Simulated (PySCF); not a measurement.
CH2GaNO3, SMILES C(=O)=[N][Ga]([OH])[OH]. Atoms are numbered in the order given.

```xyz
8

Ga    -0.0007     0.7029     0.0000
N      0.0352    -1.1125     0.0000
C      0.0131    -2.3152     0.0000
O     -0.0034    -3.4899     0.0000
O     -1.5308     1.5822     0.0000
H     -2.3005     0.9983     0.0000
O      1.4979     1.6346     0.0000
H      2.2867     1.0769     0.0000
```

Geometry optimised at r2SCAN-D4/def2-SVP. The values are those of a single conformer.

Level of theory: CAM-B3LYP/def2-TZVP (PySCF).

Symmetry labels are those of the subgroup Cs that the program uses (full group Cs).

Task: List the valence orbital energies around the gap with their symmetry. (Estimate from the structure and the level; the computed values follow.)

Result: 
```json
[
 {"orbital": "HOMO−7", "symmetry": "A\"", "energy (eV)": "-14.74"},
 {"orbital": "HOMO−6", "symmetry": "A'", "energy (eV)": "-14.67"},
 {"orbital": "HOMO−5", "symmetry": "A'", "energy (eV)": "-12.01"},
 {"orbital": "HOMO−4", "symmetry": "A'", "energy (eV)": "-11.83"},
 {"orbital": "HOMO−3", "symmetry": "A\"", "energy (eV)": "-11.59"},
 {"orbital": "HOMO−2", "symmetry": "A\"", "energy (eV)": "-10.83"},
 {"orbital": "HOMO−1", "symmetry": "A\"", "energy (eV)": "-10.26"},
 {"orbital": "HOMO", "symmetry": "A'", "energy (eV)": "-10.15"},
 {"orbital": "LUMO", "symmetry": "A'", "energy (eV)": "-0.14"},
 {"orbital": "LUMO+1", "symmetry": "A\"", "energy (eV)": "0.24"},
 {"orbital": "LUMO+2", "symmetry": "A'", "energy (eV)": "1.45"},
 {"orbital": "LUMO+3", "symmetry": "A'", "energy (eV)": "2.15"}
]
```
